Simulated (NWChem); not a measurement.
Molecule: C₂H₅NOSi; SMILES N(=C\[SiH3])/C=O

```xyz
10

O      0.1470     2.9028     0.4732
C     -0.3486     1.8854     0.0974
N      0.2312     0.6076     0.3095
C     -0.4389    -0.3709    -0.1633
Si     0.1680    -2.1603     0.0163
H     -1.3267     1.8586    -0.4617
H     -1.4030    -0.1788    -0.6952
H     -0.8846    -2.9335     0.7421
H      1.4582    -2.1852     0.7540
H      0.3181    -2.7357    -1.3545
```
Atoms are numbered in this order, from 1.

All runs: NWChem. Coordinates come from a PBE0/def2-SVP optimisation. Atomic charges in e: unrestrained fits to the electrostatic potential beside Mulliken populations; buried atoms are poorly determined by the fit.

Predict the results for B3LYP/def2-SVP. Quantities: ESP O1; Mulliken O1; ESP C2; Mulliken C2; ESP N3; Mulliken N3; ESP C4; Mulliken C4; ESP Si5; Mulliken Si5; relative RMS misfit of the potential (%).


| Quantity | Value |
|---|---|
| ESP O1 | -0.48 |
| Mulliken O1 | -0.14 |
| ESP C2 | 0.76 |
| Mulliken C2 | 0.17 |
| ESP N3 | -0.51 |
| Mulliken N3 | -0.13 |
| ESP C4 | 0.22 |
| Mulliken C4 | -0.12 |
| ESP Si5 | 0.36 |
| Mulliken Si5 | 0.44 |
| relative RMS misfit of the potential (%) | 25 |
